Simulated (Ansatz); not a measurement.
`BC[CH2][GaH2]` + NH₃ → `BCCN` + `[GaH3]` at 400 K and 1 bar (substitution at a C–Ga bond).

Gas-phase electronic energies from Ansatz, PBE0-D4/def2-TZVP geometries. CCSD(T)/CBS is the MP2 limit (def2-TZVPP, def2-QZVPP) plus CCSD(T) − MP2 in def2-TZVPP, frozen cores. This one scheme is used for every species. For Ga outer-core shells are correlated without core-valence functions, which leaves a few kJ/mol of doubt a bond. Scalar relativity is left out up to krypton. One conformer a species, not always the lowest.

```csv
species,CCSD(T)/CBS energy (Eh),H − E (kJ/mol),S (J/(mol·K))
`BC[CH2][GaH2]`,-2029.60996,262.9,371.3
NH₃,-56.50880,104.2,203.1
`BCCN`,-160.38726,298.3,342.0
`[GaH3]`,-1925.70545,64.2,231.8
```

H − E and S are ideal-gas, rigid-rotor, harmonic terms from PBE0-D4/def2-TZVP, for one conformer and one mirror image of each species. 1 Eh = 2625.50 kJ/mol, R = 8.31446 J/(mol·K).

Question: By hand: ΔE, ΔH, ΔS and ΔG.

Answer: ΔE = (-160.38726) + (-1925.70545) − (-2029.60996) − (-56.50880) = 0.02605 Eh = 68.4 kJ/mol. Δ(H − E) = 298.3 + 64.2 − 262.9 − 104.2 = -4.6, so ΔH = 63.8 kJ/mol. ΔS = 342.0 + 231.8 − 371.3 − 203.1 = -0.6 J/(mol·K). ΔG = 63.8 − 400 × (-0.6)/1000 = 64.0 kJ/mol.

Question: By hand: the equilibrium constant, and the temperature at which ΔG would vanish if ΔH and ΔS stayed fixed.

Answer: log₁₀ K = −ΔG/(RT ln 10) = -8.4. ΔH and −TΔS have one sign here, so there is no such temperature. One of them is within its doubt of zero, so this could turn.

The number of gas molecules stays the same, so ΔS is small and ΔH decides. A doubt of 5 kJ/mol in ΔE shifts log₁₀ K by 0.7 here. Other conformers and mirror images would add mixing entropy, several J/(mol·K) or more a flexible species. These are equilibria of isolated gas molecules and say nothing of rates. Largest T1 diagnostic: 0.013 (customary marks: 0.02 for closed shells, 0.045 for open ones).
